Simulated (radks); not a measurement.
Task: Excited configurations of the tellurium ion Te+: one electron is placed in a higher orbital outside [Kr] 4d10 5s2 5p2. The ground configuration is [Kr] 4d10 5s2 5p3. Method: Dirac Kohn-Sham, BLYP, spin-unpolarised, spherical densities, point nucleus; open shells are shared between the two j in proportion to 2j + 1; computed with a radial shooting solver on a logarithmic mesh with Libxc functionals. Excitation = E - E(ground); binding = E(ion) - E, where the ion is the core of charge +2; n* = 2/sqrt(2 binding) in atomic units, and the quantum defect is n - n*. Eigenvalue and <r> are those of j = l + 1/2.

| outer orbital | excitation (eV) | binding (eV) | n* | quantum defect | eigenvalue (eV) | <r> (bohr) |
|---|---|---|---|---|---|---|
| 5d | 10.295 | 7.541 | 2.686 | 2.314 | -4.920 | 4.214 |
| 5f | 15.218 | 2.618 | 4.559 | 0.441 | -1.858 | 12.84 |
| 6s | 9.312 | 8.524 | 2.527 | 3.473 | -6.456 | 5.008 |
| 6p | 11.424 | 6.412 | 2.913 | 3.087 | -4.737 | 6.174 |
| 6d | 13.792 | 4.044 | 3.669 | 2.331 | -3.020 | 9.041 |
| 7f | 16.386 | 1.449 | 6.128 | 0.872 | -1.125 | 27.17 |

Estimate the row for 7s.

Result: excitation (eV) 13.289; binding (eV) 4.547; n* 3.460; quantum defect 3.540; eigenvalue (eV) -3.545; <r> (bohr) 9.363. The Delta-SCF ionisation energy is 17.835 eV (NIST Atomic Spectra Database: 18.6 eV, measured). Self-interaction in the functional shifts the binding energies and quantum defects, so they are the method's values and not measured ones. Spin polarisation and multiplet splitting are left out, so open shells lie too high by an amount that depends on their filling. Sharing an open shell by 2j + 1 raises it above the true ground level by a part of the spin-orbit splitting, which enters the differences from NIST.

Beside tabulated values, note that spin-unpolarised runs miss the spin-polarisation part of the exchange energy of open shells.
